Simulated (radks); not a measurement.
Results of a calculation; reference values are marked as such.
Effect of the nuclear size on neutral silver, [Kr] 4d10 5s1. Code: a radial shooting solver on a logarithmic mesh with Libxc functionals. Model: Dirac Kohn-Sham, relativistic LDA (MacDonald-Vosko exchange, VWN5 correlation), spin-unpolarised, spherical densities, finite nucleus; Fermi nuclear charge, rms radius 4.5454 fm. The rms radius is varied about that value; shifts are against it.

rms radius (fm)  total energy shift (eV)  density at nucleus (e/bohr^3)  1s1/2 shift (meV)  2s1/2 shift (meV)  3p1/2 shift (meV)  4s1/2 shift (meV)  4p1/2 shift (meV)  5s1/2 shift (meV)
3.759                             -0.887                      1.479e+05               -371              -41.5              0.470              -1.47              0.089             -0.079
4.3318                            -0.255                       1.45e+05               -107              -12.0              0.135             -0.422              0.026             -0.023
4.5454                                 0                      1.441e+05              0.000              0.000              0.000              0.000              0.000              0.000
4.7499                             0.254                      1.432e+05                107               11.9             -0.135              0.421             -0.025              0.023
5.6227                              1.45                        1.4e+05                606               67.8             -0.767               2.40             -0.145              0.129

Slopes of the eigenvalues against <r^2> in GHz/fm^2, as finite differences over the two radii next to the reference (eigenvalue slopes, not the field-shift constants of lines): 1s1/2 13600, 2s1/2 1520, 3p1/2 -17.2, 4s1/2 53.7, 4p1/2 -3.24, 5s1/2 2.89.
